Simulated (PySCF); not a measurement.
Molecule: 2-chloro-2-methylpentane, C6H13Cl.

Bonds (- single, = double, # triple, : aromatic): C1-C2, C2-C3, C3-C4, C4-C5, C4-C6, C4-Cl7. C1 carries H8, H9, H10; C2 carries H11, H12; C3 carries H13, H14; C5 carries H15, H16, H17; C6 carries H18, H19, H20.

Frames of a GFN2-xTB Langevin trajectory at 400 K; GIAO PBE0/pcSseg-1 shieldings in PySCF 2.14.0 with density-fitted response routines, gas phase, non-relativistic; equivalent atoms averaged within each frame.

Referencing at the same level of theory: $^{13}$C (186.93 ppm) and $^{1}$H (31.72 ppm) vs TMS; $^{35}$Cl (949.78 ppm) against HCl. The references are static minima.

How do the shifts (ppm) fluctuate along the trajectory?

Answers


```tsv
time (fs)	C4	C3	C5/C6	C2	C1	Cl7	H15/H16/H17/H18/H19/H20	H13/H14	H11/H12	H8/H9/H10
250	79.0	53.0	39.5	24.9	16.3	325	2.40	2.07	2.02	0.91
425	78.3	51.7	36.9	28.6	16.9	323	2.41	1.87	2.72	1.49
625	105.5	53.5	28.3	25.7	17.5	518	1.81	2.02	2.31	1.32
800	95.9	59.2	33.4	24.0	19.3	282	1.51	1.76	2.72	1.92
1000	70.5	51.0	39.5	25.0	20.7	262	2.20	1.51	1.37	1.95
mean of frames	85.8	53.7	35.5	25.6	18.1	342	2.07	1.84	2.23	1.52
standard deviation	14.4	3.2	4.7	1.7	1.8	102	0.40	0.23	0.56	0.43
```

5 frames give an uncertainty of the mean of about the standard deviation over 2.2 at best, since frames this close in time may not be independent; classical motion lacks zero-point vibration, and the reference would need the same averaging.
